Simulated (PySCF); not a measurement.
Substituent chemical shifts

Parent skeleton `[SiH3:1][Si:2]1([SiH3:3])[SiH2:4][CH2:5][S:6]1`; one hydrogen on atom 1 is replaced by X. Hydrogens on one atom are averaged.

- GFN2-xTB structure
- σ from GIAO-PBE0/pcSseg-1
- run in PySCF 2.14.0 with density-fitted response routines
- non-relativistic Hamiltonian, single conformer, equivalent nuclei averaged, in vacuum

Shifts are taken against calculated references (same method and geometry level): TMS for ²⁹Si (σref 349.16) and ¹³C (σref 186.93) and ¹H (σref 31.72); CS2 for ³³S (σref 503.73).

Parent (X = H): Si1 -105.9, Si2 -19.1, Si3 -105.9, Si4 -39.3, C5 14.5, S6 -163.9, H(Si1) 3.78, H(Si3) 3.78, H(Si4) 5.12 ppm. Effects are Δδ = δ(X) − δ(H), positive for deshielding.

**Question.** Order these by the shift of Si3, most shielded first.
A. X = CHF2
B. X = vinyl
C. X = OSiH3
D. X = ethynyl

**Answer.** B (-4.4 ppm), D (-0.9 ppm), C (+1.2 ppm), A (+10.8 ppm).

**Question.** Order these by the shift of Si1, most shielded first.
A. X = CHO
B. X = PH2
C. X = OCH3
D. X = CH2CN
E. X = OSiH3
F. X = CHF2

**Answer.** B (+21.9 ppm), F (+36.0 ppm), D (+38.9 ppm), A (+46.0 ppm), E (+79.5 ppm), C (+86.2 ppm).

**Question.** Order these by the shift of S6, most shielded first.
A. X = CH2CN
B. X = CH3
C. X = CHF2
D. X = OSiH3
E. X = PH2
F. X = CHO

**Answer.** A (-18.3 ppm), C (-13.9 ppm), D (-12.1 ppm), B (-8.6 ppm), F (+1.6 ppm), E (+3.5 ppm).
